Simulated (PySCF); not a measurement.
## Correlation energy of Hf⁻ (hafnium, charge -1)

[Xe] 4f14 5d3 6s2, high-spin 4F determinant. All numbers are calculated (PySCF 2.14, scalar relativity through the core potential, in def2-QZVPPD with the def2 core potential (60 electrons)). Frozen: nothing; 13 electrons correlated.

```json
{"level": "CCSD", "correlation energy (mhartree)": "-327.64"}
{"level": "(T)", "correlation energy (mhartree)": "-16.94"}
{"level": "CCSD(T)", "correlation energy (mhartree)": "-344.58"}
```

Diagnostics: T1 = 0.043, D1 = 0.2055, largest double amplitude 0.064.

Spin-orbit coupling, absent here, splits the open shell strongly. The configuration of this anion was assumed by filling the next shell in order. It is not the known or likely ground configuration (Ca⁻, Sr⁻ and Ba⁻, for instance, bind a p electron), so these values are not the electron affinity of the element. T1 exceeds 0.03, a sign that the reference determinant is poor.

Cost of the coupled-cluster step: about 90 core-seconds, for 13 correlated electrons.

The basis has no tight functions for the innermost shells, so their pair energies are far from complete.

This basis was not built for core-valence correlation, so the inner-shell part is incomplete.
